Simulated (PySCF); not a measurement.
# C2H5BCl2O: core ionisation energies

Compound: BCl2(OEt), C₂H₅BCl₂O.
Geometry (PBE0-D3(BJ)/def2-SVP, Å), atoms numbered from 1 in this order:
```
atom  x, y, z in Å
B1     1.0183    1.2839   -0.8621
Cl2    2.4346    1.6492   -1.8321
Cl3   -0.4487    2.2448   -1.0880
O4     1.0899    0.2903    0.0190
C5     0.0279   -0.1545    0.8504
C6    -0.8212   -1.1835    0.1416
H7     0.5031   -0.5841    1.7445
H8    -0.5815    0.7075    1.1666
H9    -1.5924   -1.5727    0.8229
H10   -1.3268   -0.7395   -0.7289
H11   -0.2052   -2.0270   -0.2031
```

Method used: delta-SCF UKS SCAN, pcX-2 on the ionised atom, pcseg-1 elsewhere, spin-free X2C in PySCF. Each binding energy is the total energy of the core-ionised species, with the hole localised on one atom, minus that of the ground state; both are solved self-consistently, so orbital relaxation is included.

Q: List the computed XPS lines with their assignment.

A: 
```tsv
atom(s)	environment	level	binding energy (eV)	2p1/2 (eV)	above the level's lowest (eV)	count
Cl2/Cl3	chlorine bonded to B	Cl 1s	2828.94	–	0.00	2
O4	oxygen bonded to B and C	O 1s	539.34	–	0.00	1
C5	carbon bonded to C, O and 2 H	C 1s	292.93	–	+1.68	1
C6	carbon bonded to C and 3 H	C 1s	291.25	–	0.00	1
Cl2/Cl3	chlorine bonded to B	Cl 2p3/2	206.36	208.01	0.00	2
B1	boron bonded to 2 Cl and O	B 1s	198.96	–	0.00	1
```

The listed C 1s values span 1.68 eV, from C6 (bonded to C and 3 H) to C5 (bonded to O, C and 2 H).

Q: Which effective nuclear charge Zeff reproduces each element's mean 1s value in the hydrogen-like formula E = 13.606 eV × Zeff²?

A: B (Z = 5): mean 199.0 eV, Zeff = 3.82, Z − Zeff = 1.18; C (Z = 6): mean 292.1 eV, Zeff = 4.63, Z − Zeff = 1.37; O (Z = 8): mean 539.3 eV, Zeff = 6.30, Z − Zeff = 1.70; Cl (Z = 17): mean 2828.9 eV, Zeff = 14.42, Z − Zeff = 2.58. Means run over the listed sites, weighted by atom count.

Topologically equivalent atoms share the value of their first member; where this conformer doesn't relate them by symmetry, their own values could differ. For 2p shells one spin-free hole was relaxed; a mean-field spin–orbit operator and the ground-state splitting of the three 2p orbitals were then diagonalised within the shell. The shell's mean is (2 × 2p3/2 + 2p1/2)/3, and the degeneracies 2j + 1 give areas of 2:1. 2p1/2 minus 2p3/2 (ligand field included): Cl 1.65 eV. Geometry: PBE0-D3(BJ)/def2-SVP, one conformer, isolated molecule.
